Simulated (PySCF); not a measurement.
**Calculated properties of `C=C/C=C\C(F)=C(F)F`**

Compound: C₆H₅F₃.
Z-matrix (Å and degrees, GFN2-xTB geometry), rows numbered from 1:
```
C 
C   1  1.3327
C   2  1.4392  1  122.00
C   3  1.3465  2  128.18  1   179.99
C   4  1.4396  3  128.44  2     0.02
F   5  1.3481  4  120.40  3    -0.05
C   5  1.3406  4  123.24  3   179.93
F   7  1.3243  5  125.77  4  -179.96
F   7  1.3288  5  123.43  4     0.04
H   1  1.0760  2  121.77  3   179.98
H   1  1.0781  2  121.69  3    -0.04
H   2  1.0784  1  119.63  3  -179.95
H   3  1.0828  2  115.00  1     0.00
H   4  1.0809  3  118.92  2   179.97
```

Structural features include: C=C double bond and C–F bond.

**GFN2-xTB geometry**

| Property | Result |
| --- | --- |
| Point group of the GFN2-xTB geometry | Cs |
| Rotational constants A, B, C of the GFN2-xTB geometry | 4.374, 0.768, 0.653 GHz |

CAM-B3LYP/def2-SVPD ground state and vertical TDDFT (core frozen in the response) (PySCF):

| Property | Result |
| --- | --- |
| Dipole moment | 1.80 D |
| HOMO energy | -7.71 eV |
| LUMO energy | -0.69 eV |
| HOMO–LUMO gap | 7.02 eV |
| Lowest singlet excitation | 4.94 eV (251 nm, f = 1.017) |
| Strongest line among the 8 lowest singlet transitions | S1 at 4.94 eV (251 nm, f = 1.017) |
| Lowest triplet excitation (Tamm–Dancoff) | 2.54 eV |
| Static isotropic polarisability | 90.4 au |
| Electronic spatial extent ⟨r²⟩ about the centre of nuclear charge | 1571 bohr² |

PBE0/pcSseg-1 ground state and GIAO shieldings, non-relativistic (PySCF):

| Item | Value |
| --- | --- |
| Lowest Hirshfeld atomic charge | -0.09 e on C1 |
| Highest Hirshfeld atomic charge | +0.15 e on C7 |
| 13C chemical shifts (computed TMS as zero) by class | 169.0 (C7), 142.1 (C2), 141.1 (C5), 138.2 (C3), 130.6 (C1), 118.2 (C4) ppm |
| 1H chemical shifts (computed TMS as zero) by class | 7.53 (H12), 6.33 (H13), 5.89 (H14), 5.68 (H10), 5.67 (H11) ppm |
| Isotropic shieldings of nuclei other than C and H, by class | 273 (F8), 286 (F9), 367 (F6) ppm |
| Mayer bond orders between heavy atoms | C1–C2 1.88, C2–C3 1.12, C3–C4 1.78, C4–C5 1.06, C5–F6 0.94, C5–C7 1.67, C7–F8 1.01, C7–F9 1.01 |

Monoisotopic mass from the formula: 134.0343 u.

The rotational constants make it an asymmetric top with κ = (2B − A − C)/(A − C) = -0.94, nearer the prolate limit (−1). The polarisability is 13.40 Å³ as a volume (1 au = 0.148185 Å³), or 1.33 au for each of the 68 electrons. With B = h/(8π²I), that is 505.379 GHz u Å² over I, the principal moments of inertia are 115.5, 658.3 and 773.8 u Å² (most abundant isotopes); the inertial defect Ic − Ia − Ib is 0.0 u Å² (zero for a rigid planar frame, negative otherwise). S1 lies 2.08 eV below the HOMO–LUMO gap; its leading configuration is HOMO→LUMO, weight 0.99. The largest Löwdin shares of the LUMO are 0.18 on C1, 0.17 on C4, 0.17 on C3 and 0.14 on C7. No computed singlet falls in the visible range (750 to 380 nm, 1.65 to 3.26 eV); S1 lies 1.68 eV above its blue end. The largest Löwdin shares of the HOMO are 0.16 on C3, 0.16 on C1, 0.16 on C4 and 0.14 on C7.

Geometry: GFN2-xTB, one conformer, isolated molecule.
